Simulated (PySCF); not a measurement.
## Electron correlation in O³⁺ (oxygen, charge +3)

[He] 2s2 2p1, 2P determinant. Calculation: PySCF 2.14, in dyall-acv3z; no relativity, point nucleus. Frozen: 1s2; 3 electrons correlated; the 19 highest virtual orbitals of each spin left out.

MP2 pair energies summed by pair of shells (mhartree):

```csv
pair,energy,share (%)
2s-2s,-39.24,60.4
2s-2p,-25.76,39.6
```

Total MP2 correlation energy: -64.99 mhartree.

Same-spin part -4.15 and opposite-spin part -60.85 mhartree; SCS-MP2 scales them by 1/3 and 6/5 to -74.40 mhartree.
